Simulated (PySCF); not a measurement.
A side-by-side comparison of computed properties.

First species: C₅H₆F₃OP.
SMILES: `C/C=C/[P@H](=O)C(F)=C(F)F`

Second species: C8H8F2O.
Bonds: C1–C2 (double), C2–C3, C3–C4 (double), C4–C5, C5–O6, O6–C7, C4–C8, C8–F9, C8–C10 (double), C10–F11, C2–C10. Hydrogens: H12, H13 on C1; H14 on C3; H15, H16 on C5; H17, H18, H19 on C7.

Levels: PBE0/pcSseg-1 for dipole moment, HOMO energy, LUMO energy and HOMO–LUMO gap; GFN2-xTB for rotational constant A and rotational constant C. Geometries: GFN2-xTB. Each structure is a single optimised conformer of the isolated species, non-relativistic unless stated. Electronic properties by PySCF.

Dipoles, sizes and rotational constants follow the conformer. The torsions of the flexible species, by atom-mapped SMILES:
- `[CH3:1]/[CH:2]=[CH:3]/[P@H:4](=[O:5])[C:6]([F:7])=[C:8]([F:9])[F:10]`: C2–C3–P4–O5 1°, C3–P4–C6–F7 -57°
- `[CH2:1]=[C:2]1[CH:3]=[C:4]([CH2:5][O:6][CH3:7])[C:8]([F:9])=[C:10]1[F:11]`: C3–C4–C5–O6 0°, C4–C5–O6–C7 180°

Q: Which has the higher rotational constant C?

A: The first: 0.561 GHz against 0.496 GHz, a difference of 0.065 GHz.

Q: Which of the two has the higher dipole moment, and by how much?

A: The first: 3.55 D against 2.13 D, a difference of 1.42 D.

Q: Which of the two has the higher HOMO energy, and by how much?

A: The second: -6.36 eV against -7.78 eV, a difference of 1.42 eV.

Q: Which of the two has the higher rotational constant A, and by how much?

A: The second: 2.045 GHz against 1.828 GHz, a difference of 0.217 GHz.

Q: Which has the higher LUMO energy?

A: The first: -0.93 eV against -2.08 eV, a difference of 1.15 eV.

Q: Which has the higher HOMO–LUMO gap?

A: The first: 6.85 eV against 4.28 eV, a difference of 2.57 eV.

On the first: A dipole of 3.55 D is allowed in C1, and pure rotational transitions are dipole-allowed. In atomic units the dipole is 1.40 e·bohr (1 au = 2.5417 D).

On the second: The dipole equals about 7.1 × 10⁻³⁰ C·m (1 D = 3.33564 × 10⁻³⁰ C·m).
